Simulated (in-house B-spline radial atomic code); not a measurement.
## How G0W0 and RPA depend on the start: Br6+

Configuration [Ar] 3d10 4s1, highest spin. Computed with an all-electron radial atomic-structure program (B-spline basis): all electrons, non-relativistic, point nucleus, each spin shell either full or empty, empty states to l = 9 with an (l + 1/2)⁻⁴ tail; G0W0 by contour deformation at full frequency.

```csv
start,mean-field 4s up (eV),G0W0 (eV),QP weight,RPA correlation (Eh)
Hartree-Fock,-100.40,-102.00,0.985,-2.0217
LDA VWN5,-95.96,-102.59,0.974,-2.1911
PBE,-95.50,-102.52,0.974,-2.1872
PBE0,-96.89,-102.37,0.978,-2.1415
r2SCAN,-95.82,-102.43,0.975,-2.1563
HSE06,-96.65,-102.40,0.977,-2.1444
B3LYP (VWN-RPA),-96.99,-102.43,0.977,-2.1522
SCAN,-96.04,-102.43,0.975,-2.155
TPSS,-95.28,-102.52,0.974,-2.1782
BHandHLYP,-98.47,-102.26,0.981,-2.1003
CAM-B3LYP,-98.85,-102.37,0.980,-2.1381
LC-wPBE,-100.31,-102.36,0.982,-2.1446
wB97X,-99.32,-102.26,0.982,-2.1312
PBEsol,-95.49,-102.54,0.974,-2.1883
BLYP,-95.74,?,?,?
r2SCAN0,-97.18,-102.31,0.978,-2.1207
LDA exchange-only,-94.80,?,?,?
```

Problem. What G0W0 level, weight and RPA correlation energy follow from the BLYP start?

Solution. G0W0 level -102.56 eV, weight 0.974, RPA correlation -2.1891 hartree.

Problem. What G0W0 level, weight and RPA correlation energy follow from the LDA exchange-only start?

Solution. G0W0 level -102.62 eV, weight 0.974, RPA correlation -2.1912 hartree.

Problem. How much of the dependence on the start does G0W0 remove?

Solution. The mean-field levels span 5.6 eV and the G0W0 levels 0.621 eV. Against 103.03 ± 0.19 eV (NIST, semi-empirical) the G0W0 removal energies are off by -1.03 to -0.41 eV, with relativity, Breit and QED terms left out.
